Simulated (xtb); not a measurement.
A run for xtb: GFN-FF on H2OSSn (SMILES [OH][Sn][SH]), a point of a torsion scan.

```
$ xtb mol.xyz --gfnff --sp --chrg 0 --uhf 0
5

O     -1.60890040     0.14954614    -0.36295506
Sn     0.00990044    -0.57195853    -1.25294949
S     -1.02076414    -2.37462496    -2.59835535
H     -2.39673807     0.20593162     0.16903256
H     -2.25150815    -2.10161789    -2.20012718
```

Output:

```
[...]
           -------------------------------------------------
          |                Calculation Setup                |
           -------------------------------------------------



          ==================== Thresholds ====================
          CN  :   150.00000
          rep :   500.00000
          disp:  2500.00000
          HB1 :   250.00000
          HB2 :   450.00000

          Pauling EN used:
          Z : 1  EN :  2.20
          Z : 8  EN :  3.44
          Z :16  EN :  2.58
          Z :50  EN :  1.96
          electric field strengths (au): 0.000

           -------------------------------------------------
          |           Force Field Initialization            |
           -------------------------------------------------

          distances ...
          ----------------------------------------
          generating topology and atomic info file ...
          pair mat ...
          computing topology distances matrix with Floyd-Warshall algo ...
          making topology EEQ charges ...
          #fragments for EEQ constrain: 1
          ----------------------------------------
          generating topology and atomic info file ...
          pair mat ...
          computing topology distances matrix with Floyd-Warshall algo ...
          making topology EEQ charges ...
          #fragments for EEQ constrain: 1
          rings ...
          # BATM   6
          # H in HB   2
          doing iterative Hueckel for 2 subsystem(s) ...

  atom   neighbors  erfCN metchar sp-hybrid imet pi  qest     coordinates
    1  O       2    1.91   0.00         3    0    0  -0.465   -3.040381    0.282601   -0.685886
    2  Sn      2    1.89   0.03         2    0    0   0.351    0.018709   -1.080845   -2.367731
    3  S       2    1.90   0.00         3    0    0  -0.185   -1.928965   -4.487391   -4.910180
    4  H       1    0.98   0.00         0    0    0   0.222   -4.529179    0.389154    0.319425
    5  H       1    0.98   0.00         0    0    0   0.076   -4.254734   -3.971482   -4.157638

          #atoms :   5
          #bonds :   4
          #angl  :   3
          #tors  :   2
          #nmol  :   1
          #optfrag :   1
           -------------------------------------------------
          |                   G F N - F F                   |
          |          A general generic force-field          |
          |                  Version 1.0.3                  |
           -------------------------------------------------
          Number of HB bonds (bound hydrogen)     0
          Number of HB bonds (unbound hydrogen)   12
          Number of XB bonds                      0

 E+G (total)                   0 d,  0 h,  0 min,  0.000 sec
 distance/D3 list               ...        0 min,  0.000 sec (  0.641%)
 non bonded repulsion           ...        0 min,  0.000 sec (  9.979%)
 dCN                            ...        0 min,  0.000 sec (  1.949%)
 EEQ energy and q               ...        0 min,  0.000 sec ( 39.872%)
 D3                             ...        0 min,  0.000 sec (  9.097%)
 EEQ gradient                   ...        0 min,  0.000 sec (  5.445%)
 bonds                          ...        0 min,  0.000 sec (  5.439%)
 bend and torsion               ...        0 min,  0.000 sec (  6.231%)
 bonded ATM                     ...        0 min,  0.000 sec (  2.492%)
 HB/XB (incl list setup)        ...        0 min,  0.000 sec ( 14.394%)

         :::::::::::::::::::::::::::::::::::::::::::::::::::::
         ::                     SUMMARY                     ::
         :::::::::::::::::::::::::::::::::::::::::::::::::::::
         :: total energy              -0.426084852668 Eh    ::
Note: The following floating-point exceptions are signalling: IEEE_UNDERFLOW_FLAG IEEE_DENORMAL
normal termination of xtb
         :: gradient norm              0.049700753795 Eh/a0 ::
         ::.................................................::
         :: bond energy               -0.367170923939 Eh    ::
         :: angle energy               0.001302180346 Eh    ::
         :: torsion energy             0.001011055837 Eh    ::
         :: repulsion energy           0.033578624696 Eh    ::
         :: electrostat energy        -0.092828360298 Eh    ::
         :: dispersion energy         -0.001952023444 Eh    ::
         :: HB energy                 -0.000000736803 Eh    ::
         :: XB energy                  0.000000000000 Eh    ::
         :: bonded atm energy         -0.000024669063 Eh    ::
         :: external energy            0.000000000000 Eh    ::
         :: add. restraining           0.000000000000 Eh    ::
         :: total charge               0.000000000000 e     ::
         :::::::::::::::::::::::::::::::::::::::::::::::::::::

           -------------------------------------------------
          |                Property Printout                |
           -------------------------------------------------

molecular dipole:
                 x           y           z       tot (Debye)
 q only:        0.377       0.221       0.297       1.342

           -------------------------------------------------
          | TOTAL ENERGY               -0.426084852668 Eh   |
          | GRADIENT NORM               0.049700753795 Eh/α |
           -------------------------------------------------
########################################################################
[WARNING] Runtime exception occurred
-1- gfnff_setup: Could not read topology file.
########################################################################

------------------------------------------------------------------------
------------------------------------------------------------------------
 total:
 SCF:
```

The run finished.

Cost: around 0.020 core-seconds (rough).
